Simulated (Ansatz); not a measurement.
Molecule: sum formula AlOCl₂H (charge 0, singlet). 
Structure (B3LYP-D3(BJ)/def2-TZVP (Ansatz, a program for electronic structure) minimum search):
```xyz
5

O     -1.9343    -0.6046    -0.1661
Al    -0.3350    -0.1053    -0.0291
Cl     1.2387    -1.2612    -0.7676
Cl     0.0571     1.7102     0.9021
H     -2.1996    -1.4271    -0.5810
```

Wanted: atomisation energy (electronic, to ground-state atoms), in kcal/mol. Cores are frozen in the correlated levels unless marked. Open shells are spin-unrestricted. Spin-orbit coupling is left out. Non-relativistic. The coupled-cluster limit lacks core correlation, which all-electron functionals hold. CBS(X,Y): correlation extrapolated as X^-3; Hartree-Fock from the larger set (for Q and 5 zeta extrapolated as (X+1)exp(-9√X)).

```json
[
 {"level": "HF/cc-pV(Q+d)Z", "program": "Ansatz", "atomisation energy (kcal/mol)": "318.1"},
 {"level": "HF/cc-pV(5+d)Z", "program": "Ansatz", "atomisation energy (kcal/mol)": "318.3"}
]
```

Question: Estimate the value at CCSD(T)/CBS(cc-pV(Q+d)Z,cc-pV(5+d)Z) as computed with Ansatz.

Answer: 434.1 kcal/mol, so HF/cc-pV(5+d)Z differs from it by -115.8 kcal/mol.
